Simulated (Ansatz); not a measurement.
Match the barriers

Saddle point of SiN2H10O, singlet (SiNH₅ ([NH2][SiH3]) + H₂O + NH₃ → SiH₄O ([OH][SiH3]) + NH₃ + NH₃; bonds formed: Si1–O7, N2–H8, H6–N9; bonds broken: Si1–N2, H6–O7, H8–N9), PBE0-D4/def2-TZVP structure:

```
14
angstrom
Si 0.8628 0.9456 0.2718
N 1.1291 -0.7574 0.7443
H 1.7924 0.7849 -0.9641
H -0.3071 1.0280 1.2881
H 1.6258 2.1026 0.8626
H -1.1664 0.1657 -0.7482
O -0.4737 1.2056 -0.9583
H -0.6682 -1.2429 0.1122
N -1.5630 -0.9172 -0.3151
H 1.9718 -1.1960 0.3958
H 1.0168 -0.9536 1.7316
H -0.0614 1.1951 -1.8307
H -1.9044 -1.5776 -1.0028
H -2.2545 -0.7827 0.4129
```

Computed with Ansatz 0.2.0 (basis: def2-TZVPP, with def2-QZVPP for the basis limit); correlated methods freeze the cores. Extrapolation: Hartree–Fock as exp(−7.88 √X), correlation as X^−2.97. Four methods, as single points on the PBE0-D4 structures, gave these electronic barriers from the start structure: 68.8, 78.7, 96.0, 151.2 kJ/mol.

Task: The methods were, in alphabetical order, BHLYP-D4, BLYP-D4, HF, PBE0-D4. Which gave which? (A judgement: the text doesn't fix the answer.)

Result: Computed: PBE0-D4 68.8; BLYP-D4 78.7; BHLYP-D4 96.0; HF 151.2 kJ/mol. For comparison, CCSD(T) at an estimated basis limit (MP2 extrapolated from triple and quadruple zeta, plus CCSD(T) − MP2 in triple zeta) gives 86.2 kJ/mol.

T1 diagnostic: at most 0.011.

The step is the kind of ligand exchange by which a precursor binds to a hydroxyl group, or is hydrolysed, in atomic layer deposition of oxides.

Labels in which every atom is bracketed show which atoms are joined, not bond orders.

For scale, one of the runs: CCSD(T)/def2-TZVPP, 275 basis functions, launched by `ansatz run in.yaml --threads 8 --pin off --events-out ev --progress --plain --max-ram 19148MiB`. Hardware: 8 CPU threads of an Arm Neoverse V1, shared host. Wall time 2.2 min; peak host memory 7.6 GiB.
